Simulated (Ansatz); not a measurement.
Cost and result for the atomization energy of C5H16GeOSi, SMILES `C[O][GeH2][CH2][Si](C)(C)C` (24 atoms, 23 bonds).

```xyz
24

C     0.610   -0.535   -3.103
O     1.417    0.049   -2.114
Ge    0.852    1.572   -1.365
C    -0.634    1.226   -0.156
Si   -0.365   -0.138    1.114
C    -1.762   -0.070    2.365
C     1.271    0.129    1.988
C    -0.359   -1.806    0.265
H     0.400    0.158   -3.929
H    -0.350   -0.890   -2.704
H     1.140   -1.398   -3.514
H     2.088    2.104   -0.626
H     0.439    2.514   -2.521
H    -1.526    1.010   -0.753
H    -0.832    2.168    0.370
H    -1.779    0.890    2.888
H    -1.653   -0.858    3.116
H    -2.733   -0.204    1.880
H     1.328    1.125    2.436
H     2.113    0.022    1.299
H     1.403   -0.603    2.788
H    -0.242   -2.611    0.996
H    -1.292   -1.984   -0.276
H     0.467   -1.870   -0.447
```

Charge 0, multiplicity 1. Correlated methods include outer-core shells of Ge, which these sets cover unevenly. Scalar relativity is left out up to krypton. The structure was optimised at the PBE0-D4/def2-TZVP level. It is one conformer, not always the lowest. Program: Ansatz. All runs use 6 threads of an AMD EPYC 7R13 on a shared host and a share of an NVIDIA H100 80 GB. Times are those of one run each, without the atoms' runs, and a repeat can differ threefold. Electronic energies, without spin–orbit coupling; frozen cores. CCSD(T)/CBS adds CCSD(T) − MP2 in def2-TZVPP to the MP2 limit, and its time is that of the two runs behind it. T1 = 0.011. With those shells the extrapolation isn't a true limit.

CCSD(T)/CBS is a level of theory with its own doubt, some kJ/mol a heavy atom from the limit and from the frozen cores, so smaller differences don't rank the functionals.

```json
{"level": "LDA (SPW92)/def2-TZVPP", "functions": "500", "wall time": "2.1 s", "atomization (kcal/mol)": "2401.5", "difference from CCSD(T)/CBS": "267.6", "per bond": "11.6"}
{"level": "BLYP-D4/def2-TZVPP", "functions": "500", "wall time": "2.3 s", "atomization (kcal/mol)": "2113.5", "difference from CCSD(T)/CBS": "-20.4", "per bond": "-0.9"}
{"level": "PBE0-D4/def2-TZVPP", "functions": "500", "wall time": "2.6 s", "atomization (kcal/mol)": "2131.8", "difference from CCSD(T)/CBS": "-2.1", "per bond": "-0.1"}
{"level": "PBE-D4/def2-TZVPP (with forces)", "functions": "500", "wall time": "2.8 s", "atomization (kcal/mol)": "2152.0", "difference from CCSD(T)/CBS": "18.1", "per bond": "0.8"}
{"level": "revPBE-D4/def2-TZVPP", "functions": "500", "wall time": "2.8 s", "atomization (kcal/mol)": "2109.5", "difference from CCSD(T)/CBS": "-24.4", "per bond": "-1.1"}
{"level": "r2SCANh-D4/def2-TZVPP", "functions": "500", "wall time": "2.8 s", "atomization (kcal/mol)": "2127.4", "difference from CCSD(T)/CBS": "-6.5", "per bond": "-0.3"}
{"level": "B97M-V/def2-TZVPP", "functions": "500", "wall time": "3.2 s", "atomization (kcal/mol)": "2138.2", "difference from CCSD(T)/CBS": "4.3", "per bond": "0.2"}
{"level": "CCSD(T)/def2-SVP", "functions": "214", "wall time": "3.3 s", "atomization (kcal/mol)": "2027.2", "difference from CCSD(T)/CBS": "-106.7", "per bond": "-4.6"}
{"level": "ωB97X-V/def2-TZVPP", "functions": "500", "wall time": "3.6 s", "atomization (kcal/mol)": "2137.2", "difference from CCSD(T)/CBS": "3.3", "per bond": "0.1"}
{"level": "B2PLYP/def2-TZVPP", "functions": "500", "wall time": "6.5 s", "atomization (kcal/mol)": "2105.4", "difference from CCSD(T)/CBS": "-28.5", "per bond": "-1.2"}
{"level": "MP2/def2-QZVPP", "functions": "981", "wall time": "8 s", "atomization (kcal/mol)": "2130.1", "difference from CCSD(T)/CBS": "-3.8", "per bond": "-0.2"}
{"level": "CCSD(T)/def2-TZVPP", "functions": "500", "wall time": "37 s", "atomization (kcal/mol)": "2089.2", "difference from CCSD(T)/CBS": "-44.7", "per bond": "-1.9"}
{"level": "CCSD(T)/CBS(def2)", "functions": "–", "wall time": "45 s", "atomization (kcal/mol)": "2133.9", "difference from CCSD(T)/CBS": "0.0", "per bond": "0.0"}
```

At CCSD(T), def2-SVP lies −106.7 kcal/mol from the extrapolated value and def2-TZVPP −44.7 kcal/mol: correlation converges slowly with the basis, and small sets miss more of it in the bonded molecule than in its fragments. From BLYP to BHLYP (50 % exact exchange), in def2-TZVPP and without D4, the atomization energy moves by −13.4 kcal/mol: exact exchange takes away binding that semilocal exchange gives to molecules. In def2-TZVPP, CCSD(T) changes the Hartree–Fock value by +490.8 kcal/mol (the triples alone add +25.2 kcal/mol) and MP2 by +505.6 kcal/mol; breaking electron pairs costs correlation energy, which Hartree–Fock lacks.
